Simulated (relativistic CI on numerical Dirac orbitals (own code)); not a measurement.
## Mo³⁵⁺: what numerical and physical settings do to a radial Dirac CI calculation

Reference input:

```
atom Mo  Z=42  charge=35  electrons=7
nucleus A=98  rms_radius_fm=4.4091
hamiltonian dirac-coulomb  breit=on  qed=on  c_scale=1
orbitals kli  potential=per-configuration
slater_scale 1
correlation none
mixing on
grid step=0.0125 r_max=3.4
scf mixing=0.4 start=green max_iterations=150 tolerance=2e-08 node_fill=0.05
configurations
  [He] 2s2 2p3
  [He] 2s 2p4
  [He] 2p5
  [He] 2p4 3s
  [He] 2p4 3p
end
```

Computed lowest total energy -2749.43252 Ha, first excitation 797289.3 cm⁻¹, 40 SCF steps. Runs with settings changed; * marks those that are bad on purpose (the QED terms keep the true α when c is scaled):

```
                                              Changed        Outcome   Lowest level    ΔE (Ha)  First excitation (cm⁻¹)  SCF steps                                                   Message
                                        QED terms off      converged  2s²2p³ ²P°3/2      -1.58                 795418.5         40                                                          
                                       SCF mixing 0.1      converged  2s²2p³ ²P°3/2  -2.77e-09                 797289.3         46                                                          
                      grid step 0.02, SCF mixing 0.05      converged  2s²2p³ ²P°3/2   6.51e-05                 797289.3         49                                                          
SCF mixing 0.1, speed of light × 1.25, Breit term off      converged  2s²2p³ ⁴S°3/2       22.3                 485026.3         46                                                          
                       end of the grid at 0.51 bohr *  not converged                                                             8                                      orbital 2s not found
                                      grid step 0.3 *  not converged                                                            29  SCF of 1s2 2p4 3s stopped: an orbital could not be found
```
